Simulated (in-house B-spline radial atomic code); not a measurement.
Levels of two electrons outside the bare core along the 2-electron series, above the ground level 1s2 J0; labels give the leading configuration and J, and a prime marks the next level of the same label. Computed with a B-spline radial code for spherical atoms: configuration interaction with many-body perturbation theory for the core, Breit and QED.

| ion | Z | first ionisation energy (eV) | excitation of 1s2p J1 (eV) | core correlation Breit and QED part of 1s2p J1 (eV) | excitation of 1s2s J0 (eV) | core correlation Breit and QED part of 1s2s J0 (eV) | excitation of 1s2p J2 (eV) | core correlation Breit and QED part of 1s2p J2 (eV) | excitation of 1s3s J1 (eV) | core correlation Breit and QED part of 1s3s J1 (eV) |
| --- | --- | --- | --- | --- | --- | --- | --- | --- | --- | --- |
| Sm60+ | 62 | 53981.7 | 40415.9 | -158.97 | 40433.2 | -130.61 | 41129.8 | -157.34 | 48013.5 | -157.53 |
| Eu61+ | 63 | ? | ? | ? | ? | ? | ? | ? | ? | ? |
| Gd62+ | 64 | 57779.2 | 43238.8 | -176.15 | 43258.8 | -144.54 | 44060.6 | -174.26 | 51389.4 | -174.5 |
| Tb63+ | 65 | 59736.2 | 44692.9 | -185.22 | 44714.3 | -151.89 | 45573.3 | -183.2 | 53129.2 | -183.46 |
| Dy64+ | 66 | 61731.4 | 46174.4 | -194.62 | 46197.5 | -159.51 | 47116.7 | -192.46 | 54902.9 | -192.75 |
| Ho65+ | 67 | 63767.1 | 47685.6 | -204.37 | 47710.2 | -167.39 | 48693.2 | -202.06 | 56712.5 | -202.38 |
| Er66+ | 68 | 65842.7 | 49225.6 | -214.46 | 49252.1 | -175.54 | 50302.3 | -212 | 58557.6 | -212.36 |
| Tm67+ | 69 | 67959.6 | 50795.7 | -224.9 | 50823.8 | -183.98 | 51945 | -222.29 | 60439.4 | -222.69 |
| Yb68+ | 70 | 70117.1 | 52395 | -235.72 | 52425.2 | -192.71 | 53621.1 | -232.95 | 62357.3 | -233.38 |
| Lu69+ | 71 | 72316.7 | 54024.8 | -246.91 | 54057.1 | -201.74 | 55331.7 | -243.98 | 64312.6 | -244.45 |
| Hf70+ | 72 | 74559.5 | 55686 | -258.48 | 55720.3 | -211.06 | 57078 | -255.39 | 66306.4 | -255.9 |
| Ta71+ | 73 | 76845.5 | 57378.2 | -270.45 | 57414.8 | -220.7 | 58859.9 | -267.19 | 68338.4 | -267.75 |
| W72+ | 74 | 79175.1 | 59102 | -282.83 | 59140.9 | -230.66 | 60678 | -279.39 | 70409.4 | -280 |
| Re73+ | 75 | 81549.6 | 60858 | -295.62 | 60899.3 | -240.94 | 62533.2 | -292.01 | 72520.1 | -292.67 |
| Os74+ | 76 | ? | ? | ? | ? | ? | ? | ? | ? | ? |
| Ir75+ | 77 | ? | ? | ? | ? | ? | ? | ? | ? | ? |
| Pt76+ | 78 | 88947.5 | 66323.3 | -336.6 | 66372.8 | -273.82 | 68327.9 | -332.43 | 79096.3 | -333.27 |

(1) Fill in the row of Eu61+.

(2) Fill in the row of Os74+.

(3) Fill in the row of Ir75+.

## Answers

(1) first ionisation energy (eV): 55861.3; excitation of 1s2p J1 (eV): 41813.4; core correlation Breit and QED part of 1s2p J1 (eV): -167.4; excitation of 1s2s J0 (eV): 41832; core correlation Breit and QED part of 1s2s J0 (eV): -137.45; excitation of 1s2p J2 (eV): 42579.8; core correlation Breit and QED part of 1s2p J2 (eV): -165.65; excitation of 1s3s J1 (eV): 49684.5; core correlation Breit and QED part of 1s3s J1 (eV): -165.86.

(2) first ionisation energy (eV): 83969.0; excitation of 1s2p J1 (eV): 62646.3; core correlation Breit and QED part of 1s2p J1 (eV): -308.84; excitation of 1s2s J0 (eV): 62690.2; core correlation Breit and QED part of 1s2s J0 (eV): -251.56; excitation of 1s2p J2 (eV): 64425.9; core correlation Breit and QED part of 1s2p J2 (eV): -305.05; excitation of 1s3s J1 (eV): 74670.8; core correlation Breit and QED part of 1s3s J1 (eV): -305.77.

(3) first ionisation energy (eV): 86435.0; excitation of 1s2p J1 (eV): 64468.2; core correlation Breit and QED part of 1s2p J1 (eV): -322.5; excitation of 1s2s J0 (eV): 64514.8; core correlation Breit and QED part of 1s2s J0 (eV): -262.52; excitation of 1s2p J2 (eV): 66357.5; core correlation Breit and QED part of 1s2p J2 (eV): -318.52; excitation of 1s3s J1 (eV): 76862.9; core correlation Breit and QED part of 1s3s J1 (eV): -319.29.
